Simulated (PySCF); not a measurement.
Li$_{2}$, singlet, at a GFN2-xTB geometry (such geometries of metal compounds can be far from the true shape); PySCF with PBE/cc-pVDZ.

Here is a job for PySCF.
```python
from pyscf import gto, scf, dft

mol = gto.M(
    atom='''
Li   -0.000000   -0.000000   -1.149557
Li    0.000000    0.000000    1.149557
''',
    basis='cc-pvdz',
    charge=0,
    spin=0,
    verbose=4,
)

mf = dft.RKS(mol)
mf.xc = 'pbe'
mf.kernel()
```

Predict the main parts of the log of this PySCF run.


```
PySCF version 2.14.0

[INPUT] verbose = 4
[INPUT] num. atoms = 2
[INPUT] num. electrons = 6
[INPUT] charge = 0
[INPUT] spin (= nelec alpha-beta = 2S) = 0
[INPUT] symmetry False subgroup None
[INPUT] Mole.unit = angstrom
[INPUT] Symbol           X                Y                Z      unit          X                Y                Z       unit  Magmom
[INPUT]  1 Li     0.000000000000   0.000000000000  -1.149557000000 AA    0.000000000000   0.000000000000  -2.172347894577 Bohr   0.0
[INPUT]  2 Li     0.000000000000   0.000000000000   1.149557000000 AA    0.000000000000   0.000000000000   2.172347894577 Bohr   0.0

nuclear repulsion = 2.07149140855129
number of shells = 10
number of NR pGTOs = 52
number of NR cGTOs = 28
basis = cc-pvdz
ecp = {}

******** <class 'pyscf.dft.rks.RKS'> ********
method = RKS
initial guess = minao
damping factor = 0
level_shift factor = 0
DIIS = <class 'pyscf.scf.diis.CDIIS'>
diis_start_cycle = 1
diis_space = 8
diis_damp = 0
SCF conv_tol = 1e-09
SCF conv_tol_grad = None
SCF max_cycles = 50
direct_scf = True
direct_scf_tol = 1e-13
XC library pyscf.dft.libxc version 7.1.2
    S. Lehtola, C. Steigemann, M. J. T. Oliveira, and M. A. L. Marques,  SoftwareX 7, 1–5 (2018)
XC functionals = pbe
    J. P. Perdew, K. Burke, and M. Ernzerhof,  Phys. Rev. Lett. 77, 3865 (1996)
    J. P. Perdew, K. Burke, and M. Ernzerhof,  Phys. Rev. Lett. 78, 1396 (1997)
    J. P. Perdew, K. Burke, and M. Ernzerhof,  Phys. Rev. Lett. 77, 3865 (1996)
    J. P. Perdew, K. Burke, and M. Ernzerhof,  Phys. Rev. Lett. 78, 1396 (1997)
radial grids:
    Treutler-Ahlrichs [JCP 102, 346 (1995); DOI:10.1063/1.469408] (M4) radial grids

becke partition: Becke, JCP 88, 2547 (1988); DOI:10.1063/1.454033
pruning grids: <function nwchem_prune>
grids dens level: 3
symmetrized grids: False
atomic radii adjust function: <function treutler_atomic_radii_adjust>
small_rho_cutoff = 0
Set gradient conv threshold to 3.16228e-05
Initial guess from minao.
tot grids = 27448
init E= -14.9445198344308
  HOMO = -0.158143112268821  LUMO = -0.0788750441825268  gap/eV = 2.15699
cycle= 1 E= -14.9389921256228  delta_E= 0.00553  |g|= 0.0685  |ddm|= 0.787
  HOMO = -0.0968772603091488  LUMO = -0.0459438920305852  gap/eV = 1.38597
cycle= 2 E= -14.942013016598  delta_E= -0.00302  |g|= 0.0479  |ddm|= 0.457
  HOMO = -0.121847714091955  LUMO = -0.0602876776942085  gap/eV = 1.67513
cycle= 3 E= -14.9455829574065  delta_E= -0.00357  |g|= 0.000827  |ddm|= 0.201
  HOMO = -0.121296928910894  LUMO = -0.0600762452827066  gap/eV = 1.66590
cycle= 4 E= -14.9455843494347  delta_E= -1.39e-06  |g|= 0.000101  |ddm|= 0.00428
  HOMO = -0.121274310028125  LUMO = -0.0600952609918377  gap/eV = 1.66477
cycle= 5 E= -14.9455843662647  delta_E= -1.68e-08  |g|= 3.37e-05  |ddm|= 0.000612
  HOMO = -0.121292009685943  LUMO = -0.0601095420894544  gap/eV = 1.66486
cycle= 6 E= -14.945584367866  delta_E= -1.6e-09  |g|= 9.52e-07  |ddm|= 0.000138
  HOMO = -0.121292562074487  LUMO = -0.0601102582998256  gap/eV = 1.66486
cycle= 7 E= -14.9455843678674  delta_E= -1.41e-12  |g|= 3.14e-08  |ddm|= 4.28e-06
  HOMO = -0.121292527861705  LUMO = -0.0601102338635204  gap/eV = 1.66486
Extra cycle  E= -14.9455843678674  delta_E= -2.13e-14  |g|= 2.18e-08  |ddm|= 2.26e-07
converged SCF energy = -14.9455843678674
```
